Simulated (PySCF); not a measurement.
UHF on He (helium, neutral)

Configuration: 1s2, closed-shell 1S. All numbers are calculated (PySCF 2.14, no relativity, point nucleus, in pcseg-2 (3s2p1d, 14 functions)).

| Item | Value |
| --- | --- |
| Total energy | -2.860971 hartree |
| One-electron energy | -3.8858 hartree |
| Hartree (Coulomb) energy | 2.0497 hartree |
| Exchange energy | -1.0248 hartree |
| Kinetic energy | 2.86223 hartree |
| ⟨S²⟩ | 0.0000 |
| ⟨L²⟩ | 0.000 |
| Sum of ⟨r⟩ | 1.858 bohr |
| Sum of ⟨r²⟩ | 2.384 bohr² |
| Density at the nucleus (Gaussians lack the cusp) | 3.35 bohr⁻³ |
| Langevin diamagnetic susceptibility | -1.89 ×10⁻⁶ cm³/mol |
| Time after the integrals | 0.02 s of wall time on 1 thread of Neoverse-V2 (shared host) |

```csv
shell,electrons,mean orbital energy (eV),"rms radius, mean of both spins (bohr)"
1s,2,-24.982,1.09
```
